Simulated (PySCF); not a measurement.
PySCF input (BP86/def2-SVP):

```python
from pyscf import gto, dft

mol = gto.M(
    atom='''
    C     1.91104400    0.13219500    0.19550200
    Ge    0.02851600    0.00178100    0.00242500
    F    -0.71854800    1.53360100   -0.24060400
    F    -0.48006100   -0.95976900   -1.33361100
    F    -0.72329200   -0.70541400    1.38000600
    H     2.46992700    0.88939100   -0.33602900
    H     2.44841600   -0.55529700    0.83331500
    ''',
    basis='def2-svp',
    charge=0,
    spin=1,
    verbose=4,
)

mf = dft.UKS(mol, xc='bp86')
mf.grids.level = 3
mf.conv_tol = 1e-9
mf.max_cycle = 100
mf.max_memory = 1500
mf.kernel()
if not mf.converged:
    mf = mf.newton()
    mf.kernel(mf.make_rdm1())
mo, _, stable, _ = mf.stability(return_status=True)
if not stable:
    mf.kernel(mf.make_rdm1(mo, mf.mo_occ))
    stable = mf.stability(return_status=True)[2]
mf.dip_moment()
```

Output:

```
PySCF version 2.14.0

[INPUT] verbose = 4
[INPUT] num. atoms = 7
[INPUT] num. electrons = 67
[INPUT] charge = 0
[INPUT] spin (= nelec alpha-beta = 2S) = 1
[INPUT] symmetry False subgroup None
[INPUT] Mole.unit = angstrom
[INPUT] Symbol           X                Y                Z      unit          X                Y                Z       unit  Magmom
[INPUT]  1 C      1.911044000000   0.132195000000   0.195502000000 AA    3.611349771993   0.249812345037   0.369445236805 Bohr   0.0
[INPUT]  2 Ge     0.028516000000   0.001781000000   0.002425000000 AA    0.053887430168   0.003365602228   0.004582585852 Bohr   0.0
[INPUT]  3 F     -0.718548000000   1.533601000000  -0.240604000000 AA   -1.357858927354   2.898085874359  -0.454675664475 Bohr   0.0
[INPUT]  4 F     -0.480061000000  -0.959769000000  -1.333611000000 AA   -0.907183813085  -1.813700552848  -2.520159546707 Bohr   0.0
[INPUT]  5 F     -0.723292000000  -0.705414000000   1.380006000000 AA   -1.366823788089  -1.333039264434   2.607833390257 Bohr   0.0
[INPUT]  6 H      2.469927000000   0.889391000000  -0.336029000000 AA    4.667485577669   1.680705407653  -0.635002779911 Bohr   0.0
[INPUT]  7 H      2.448416000000  -0.555297000000   0.833315000000 AA    4.626835679003  -1.049359247793   1.574737125492 Bohr   0.0

nuclear repulsion = 421.388017266739
number of shells = 42
number of NR pGTOs = 184
number of NR cGTOs = 98
basis = def2-svp
ecp = {}

******** <class 'pyscf.dft.uks.UKS'> ********
method = UKS
initial guess = minao
damping factor = 0
level_shift factor = 0
DIIS = <class 'pyscf.scf.diis.CDIIS'>
diis_start_cycle = 1
diis_space = 8
diis_damp = 0
SCF conv_tol = 1e-09
SCF conv_tol_grad = None
SCF max_cycles = 100
direct_scf = True
direct_scf_tol = 1e-13
number electrons alpha = 34  beta = 33
XC library pyscf.dft.libxc version 7.1.2
    S. Lehtola, C. Steigemann, M. J. T. Oliveira, and M. A. L. Marques,  SoftwareX 7, 1–5 (2018)
XC functionals = bp86
    A. D. Becke,  Phys. Rev. A 38, 3098 (1988)
    J. P. Perdew,  Phys. Rev. B 33, 8822 (1986)
    J. P. Perdew,  Phys. Rev. B 34, 7406–7406 (1986)
radial grids:
    Treutler-Ahlrichs [JCP 102, 346 (1995); DOI:10.1063/1.469408] (M4) radial grids

becke partition: Becke, JCP 88, 2547 (1988); DOI:10.1063/1.454033
pruning grids: <function nwchem_prune>
grids dens level: 3
symmetrized grids: False
atomic radii adjust function: <function treutler_atomic_radii_adjust>
small_rho_cutoff = 0
Set gradient conv threshold to 3.16228e-05
tot grids = 97160
init E= -2415.23342649717
  alpha nocc = 34  HOMO = -0.241942935116711  LUMO = -0.0725577832699034
  beta  nocc = 33  HOMO = -0.391705419948835  LUMO = -0.24194293511671

WARN: HOMO -0.241942935116711 >= LUMO -0.24194293511671

cycle= 1 E= -2415.39867239918  delta_E= -0.165  |g|= 0.834  |ddm|= 2.07
  alpha nocc = 34  HOMO = -0.196923150539747  LUMO = -0.0156921570082744
  beta  nocc = 33  HOMO = -0.196646462583905  LUMO = -0.1702548702026
  HOMO = -0.196646462584  LUMO = -0.170254870203  gap/eV = 0.71815
cycle= 2 E= -2414.39403454886  delta_E=    1  |g|= 1.93  |ddm|=  2.1
  alpha nocc = 34  HOMO = -0.216526451052074  LUMO = -0.0410272426481693
  beta  nocc = 33  HOMO = -0.323983750769327  LUMO = -0.144323819213701
  HOMO = -0.216526451052  LUMO = -0.144323819214  gap/eV = 1.96473
cycle= 3 E= -2415.60434498648  delta_E= -1.21  |g|= 0.191  |ddm|= 1.55
  alpha nocc = 34  HOMO = -0.269258812691457  LUMO = -0.0420966559450959
  beta  nocc = 33  HOMO = -0.336178548543561  LUMO = -0.187736893471953
  HOMO = -0.269258812691  LUMO = -0.187736893472  gap/eV = 2.21832
cycle= 4 E= -2415.61981162545  delta_E= -0.0155  |g|= 0.0793  |ddm|= 0.259
  alpha nocc = 34  HOMO = -0.261722597338147  LUMO = -0.0424768123841441
  beta  nocc = 33  HOMO = -0.335804259155453  LUMO = -0.176840737776031
  HOMO = -0.261722597338  LUMO = -0.176840737776  gap/eV = 2.30975
cycle= 5 E= -2415.62241608955  delta_E= -0.0026  |g|= 0.025  |ddm|= 0.073
  alpha nocc = 34  HOMO = -0.260302586528712  LUMO = -0.0421125205890451
  beta  nocc = 33  HOMO = -0.335522531028714  LUMO = -0.174918590804761
  HOMO = -0.260302586529  LUMO = -0.174918590805  gap/eV = 2.32342
cycle= 6 E= -2415.62261725171  delta_E= -0.000201  |g|= 0.00842  |ddm|= 0.0222
  alpha nocc = 34  HOMO = -0.260051072524427  LUMO = -0.0417828290683118
  beta  nocc = 33  HOMO = -0.335358732328742  LUMO = -0.174076467993348
  HOMO = -0.260051072524  LUMO = -0.174076467993  gap/eV = 2.33949
cycle= 7 E= -2415.62264465574  delta_E= -2.74e-05  |g|= 0.00113  |ddm|= 0.00774
  alpha nocc = 34  HOMO = -0.259836117322341  LUMO = -0.0418239670289102
  beta  nocc = 33  HOMO = -0.335342112644093  LUMO = -0.173667602670167
  HOMO = -0.259836117322  LUMO = -0.17366760267  gap/eV = 2.34476
cycle= 8 E= -2415.62264539345  delta_E= -7.38e-07  |g|= 0.000483  |ddm|= 0.00191
  alpha nocc = 34  HOMO = -0.25998713448541  LUMO = -0.04184268498497
  beta  nocc = 33  HOMO = -0.335383659534704  LUMO = -0.173753478046376
  HOMO = -0.259987134485  LUMO = -0.173753478046  gap/eV = 2.34654
cycle= 9 E= -2415.62264552779  delta_E= -1.34e-07  |g|= 0.000176  |ddm|= 0.000597
  alpha nocc = 34  HOMO = -0.259982610973216  LUMO = -0.0418224230869901
  beta  nocc = 33  HOMO = -0.335361811327092  LUMO = -0.173744074981541
  HOMO = -0.259982610973  LUMO = -0.173744074982  gap/eV = 2.34667
cycle= 10 E= -2415.62264552763  delta_E= 1.56e-10  |g|= 0.000122  |ddm|= 0.000219
  alpha nocc = 34  HOMO = -0.259977885034858  LUMO = -0.0418195198447329
  beta  nocc = 33  HOMO = -0.335356053876951  LUMO = -0.173738436383852
  HOMO = -0.259977885035  LUMO = -0.173738436384  gap/eV = 2.34669
cycle= 11 E= -2415.62264553174  delta_E= -4.11e-09  |g|= 6.2e-05  |ddm|= 0.000121
  alpha nocc = 34  HOMO = -0.259981583939471  LUMO = -0.0418249841460652
  beta  nocc = 33  HOMO = -0.335362054997584  LUMO = -0.173739119284437
  HOMO = -0.259981583939  LUMO = -0.173739119284  gap/eV = 2.34678
cycle= 12 E= -2415.62264554012  delta_E= -8.38e-09  |g|= 4.15e-06  |ddm|= 5.36e-05
  alpha nocc = 34  HOMO = -0.25998093696555  LUMO = -0.0418242253402514
  beta  nocc = 33  HOMO = -0.335361562237245  LUMO = -0.173738822644934
  HOMO = -0.259980936966  LUMO = -0.173738822645  gap/eV = 2.34677
cycle= 13 E= -2415.62264554012  delta_E= -2.73e-12  |g|= 2.18e-06  |ddm|= 6.67e-06
  alpha nocc = 34  HOMO = -0.259980620184234  LUMO = -0.0418245163359057
  beta  nocc = 33  HOMO = -0.335361547648972  LUMO = -0.173738683099991
  HOMO = -0.259980620184  LUMO = -0.1737386831  gap/eV = 2.34676
Extra cycle  E= -2415.62264554011  delta_E= 9.09e-12  |g|= 3.43e-06  |ddm|= 4.78e-06
converged SCF energy = -2415.62264554011  <S^2> = 0.75330551  2S+1 = 2.0033028
uhf_internal: lowest eigs of H = [0.67270938 0.69225235 0.69515047]
<class 'pyscf.dft.uks.UKS'> wavefunction is stable in the internal stability analysis
Dipole moment(X, Y, Z, Debye):  3.28904,  0.21551,  0.31856
```

The geometry given is a B3LYP-D3(BJ)/def2-TZVP minimum.
